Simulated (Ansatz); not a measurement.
Relaxation of the cluster Be2F5⁻ with RKS PBE-D4/def2-SVPD.

```sh
$ ansatz run in.yaml --threads 4 --pin off --events-out ev --progress --plain --max-ram 3916MiB
```

```yaml
crystal:
  periodic: [false, false, false]
  atoms:
    - {symbol: Be, position_ang: [-0.774580, 1.330680, 0.039320]}
    - {symbol: Be, position_ang: [0.777200, -1.329930, -0.038570]}
    - {symbol: F, position_ang: [-2.220650, 1.256240, 0.120410]}
    - {symbol: F, position_ang: [2.225950, -1.278620, -0.044260]}
    - {symbol: F, position_ang: [-0.001070, -2.552080, -0.070360]}
    - {symbol: F, position_ang: [0.011750, 0.006960, 0.002020]}
    - {symbol: F, position_ang: [-0.018580, 2.566750, -0.008550]}
basis:
  gaussian: {orbitals: def2-SVPD}
total_charge: -1
hamiltonian: {xc: pbe, dispersion: d4}
scf: {lower_state_search: "off"}
output: {orbitals: {seedname: orbitals}}
relax: {f_tol: 0.02, max_steps: 100}
```

It took 16 s on 4 threads of Arm Neoverse V2 on a shared host.

Positions (Å) and forces (eV/Å) at steps 1, 2, 3, 4, 6, 7, 8, 9, 10, 11, 12, 13, 15, 16, 19, 22 of 22:

```xyz
7
step=1 energy=-14376.6691 eV
Be   -0.775    1.331    0.039   -0.197    0.297    0.010
Be    0.777   -1.330   -0.039    0.165   -0.289   -0.013
F    -2.221    1.256    0.120   -0.473   -0.192    0.029
F     2.226   -1.279   -0.044    0.492    0.188    0.007
F    -0.001   -2.552   -0.070   -0.411   -0.338   -0.008
F     0.012    0.007    0.002    0.019   -0.002    0.001
F    -0.019    2.567   -0.009    0.405    0.337   -0.026
7
step=2 energy=-14376.7022 eV
Be   -0.781    1.341    0.042   -0.159    0.244   -0.009
Be    0.783   -1.340   -0.049    0.139   -0.242    0.071
F    -2.234    1.247    0.129   -0.215   -0.109    0.022
F     2.240   -1.269   -0.032    0.224    0.108   -0.022
F    -0.016   -2.560   -0.073   -0.208   -0.145   -0.035
F     0.012    0.007   -0.001    0.013   -0.001   -0.018
F    -0.004    2.574   -0.016    0.205    0.145   -0.010
7
step=3 energy=-14376.7194 eV
Be   -0.794    1.363    0.040    0.031   -0.054    0.000
Be    0.795   -1.363   -0.041   -0.033    0.053    0.003
F    -2.248    1.232    0.164   -0.015    0.018    0.005
F     2.257   -1.256   -0.003    0.016   -0.018    0.004
F    -0.037   -2.566   -0.111    0.007   -0.022   -0.005
F     0.013    0.008    0.000    0.002    0.002   -0.001
F     0.015    2.582   -0.050   -0.009    0.021   -0.004
7
step=4 energy=-14376.7220 eV
Be   -0.792    1.362    0.040   -0.001    0.000    0.001
Be    0.795   -1.360   -0.040    0.000    0.000    0.000
F    -2.237    1.223    0.248    0.001    0.000    0.008
F     2.254   -1.279    0.082    0.000   -0.003    0.008
F    -0.042   -2.554   -0.195    0.000    0.000   -0.009
F     0.031    0.018   -0.001    0.003    0.002    0.000
F    -0.009    2.589   -0.134   -0.003    0.001   -0.009
7
step=6 energy=-14376.7110 eV rejected
Be   -0.790    1.364    0.064   -0.022    0.230   -0.253
Be    0.793   -1.363   -0.007   -0.019   -0.243   -0.373
F    -2.213    1.231    0.430    0.247    0.058    0.025
F     2.244   -1.301    0.256   -0.250   -0.050    0.076
F    -0.029   -2.532   -0.418    0.260    0.341    0.218
F     0.037    0.021    0.026    0.008    0.000    0.130
F    -0.043    2.580   -0.349   -0.224   -0.337    0.178
7
step=7 energy=-14376.7276 eV
Be   -0.791    1.362    0.041   -0.027    0.030   -0.003
Be    0.795   -1.359   -0.042    0.011   -0.040    0.010
F    -2.215    1.228    0.374    0.049    0.003    0.005
F     2.241   -1.296    0.207   -0.045   -0.001    0.002
F    -0.031   -2.540   -0.321    0.028    0.042   -0.009
F     0.036    0.021   -0.001    0.007    0.004   -0.002
F    -0.035    2.584   -0.258   -0.023   -0.040   -0.003
7
step=8 energy=-14376.7290 eV
Be   -0.793    1.360    0.028   -0.070    0.133    0.125
Be    0.796   -1.357   -0.047    0.027   -0.161    0.043
F    -2.195    1.233    0.469    0.185    0.020   -0.084
F     2.228   -1.307    0.299   -0.166   -0.010   -0.044
F    -0.022   -2.532   -0.405    0.128    0.170    0.015
F     0.038    0.022   -0.009    0.005    0.004   -0.045
F    -0.052    2.581   -0.335   -0.110   -0.156   -0.010
7
step=9 energy=-14376.7234 eV rejected
Be   -0.783    1.361    0.065   -0.217    0.284   -0.233
Be    0.791   -1.358   -0.022    0.133   -0.299   -0.222
F    -2.173    1.249    0.563    0.365    0.046   -0.030
F     2.211   -1.332    0.394   -0.332   -0.021   -0.014
F     0.003   -2.502   -0.544    0.215    0.307    0.188
F     0.042    0.024    0.021    0.017    0.013    0.101
F    -0.091    2.558   -0.477   -0.180   -0.330    0.210
7
step=10 energy=-14376.7375 eV
Be   -0.792    1.359    0.037   -0.016    0.061    0.037
Be    0.795   -1.358   -0.044    0.022   -0.056    0.019
F    -2.171    1.242    0.528    0.059    0.008   -0.018
F     2.207   -1.317    0.359   -0.064   -0.008   -0.009
F    -0.003   -2.513   -0.474    0.043    0.054   -0.006
F     0.039    0.023   -0.003    0.004    0.002   -0.016
F    -0.075    2.564   -0.404   -0.047   -0.060   -0.009
7
step=11 energy=-14376.7430 eV
Be   -0.791    1.359    0.043    0.054    0.027   -0.035
Be    0.793   -1.358   -0.042    0.018    0.022    0.004
F    -2.145    1.252    0.590   -0.042    0.005    0.038
F     2.185   -1.328    0.421    0.000   -0.015    0.019
F     0.016   -2.495   -0.543   -0.008   -0.021   -0.024
F     0.040    0.024    0.002    0.002   -0.001    0.002
F    -0.098    2.546   -0.472   -0.024   -0.016   -0.005
7
step=12 energy=-14376.7495 eV
Be   -0.793    1.357    0.042    0.092    0.109   -0.045
Be    0.793   -1.357   -0.046    0.051   -0.015    0.050
F    -2.104    1.267    0.691    0.003    0.023    0.002
F     2.150   -1.346    0.523   -0.090   -0.035   -0.038
F     0.045   -2.472   -0.641    0.051    0.034   -0.001
F     0.042    0.025    0.000   -0.003   -0.004   -0.015
F    -0.133    2.526   -0.568   -0.104   -0.112    0.047
7
step=13 energy=-14376.7450 eV rejected
Be   -0.788    1.360    0.061    0.043    0.217   -0.285
Be    0.786   -1.362   -0.028    0.141   -0.092   -0.162
F    -2.051    1.296    0.813    0.157    0.075   -0.040
F     2.104   -1.376    0.644   -0.282   -0.085   -0.087
F     0.096   -2.425   -0.793    0.172    0.193    0.220
F     0.044    0.025    0.019   -0.012   -0.012    0.066
F    -0.191    2.481   -0.715   -0.219   -0.295    0.287
7
step=15 energy=-14376.7600 eV
Be   -0.792    1.359    0.040   -0.011    0.041    0.032
Be    0.796   -1.356   -0.044   -0.003   -0.050    0.010
F    -2.031    1.306    0.829    0.066    0.010   -0.044
F     2.085   -1.399    0.662   -0.066   -0.007   -0.034
F     0.110   -2.427   -0.782    0.055    0.062    0.027
F     0.048    0.028   -0.001    0.008    0.003   -0.011
F    -0.216    2.490   -0.703   -0.048   -0.060    0.020
7
step=16 energy=-14376.7557 eV rejected
Be   -0.775    1.369    0.064   -0.215    0.001   -0.182
Be    0.789   -1.361   -0.024    0.055   -0.087   -0.225
F    -1.994    1.335    0.893    0.185    0.030   -0.012
F     2.050   -1.444    0.728   -0.118   -0.001    0.016
F     0.157   -2.384   -0.879    0.061    0.120    0.163
F     0.055    0.031    0.019    0.030    0.021    0.094
F    -0.282    2.454   -0.801    0.003   -0.083    0.145
7
step=19 energy=-14376.7667 eV
Be   -0.786    1.358    0.043   -0.036    0.061   -0.011
Be    0.793   -1.354   -0.044    0.050   -0.052    0.021
F    -1.909    1.359    0.990    0.041    0.005   -0.033
F     1.971   -1.471    0.828   -0.059   -0.001   -0.044
F     0.211   -2.354   -0.949    0.019    0.027    0.025
F     0.062    0.036   -0.005    0.010    0.007   -0.003
F    -0.342    2.427   -0.864   -0.024   -0.048    0.044
7
step=22 energy=-14376.7691 eV
Be   -0.776    1.358    0.029   -0.001   -0.008   -0.002
Be    0.791   -1.349   -0.032    0.004    0.010    0.001
F    -1.886    1.292    0.986    0.007   -0.003   -0.004
F     1.946   -1.515    0.859   -0.005   -0.009    0.000
F     0.171   -2.329   -0.931   -0.003    0.000    0.004
F     0.152    0.089   -0.039    0.006    0.004    0.000
F    -0.398    2.453   -0.872   -0.007    0.007    0.000
```

The structure comes from a short search, and lower isomers may exist.
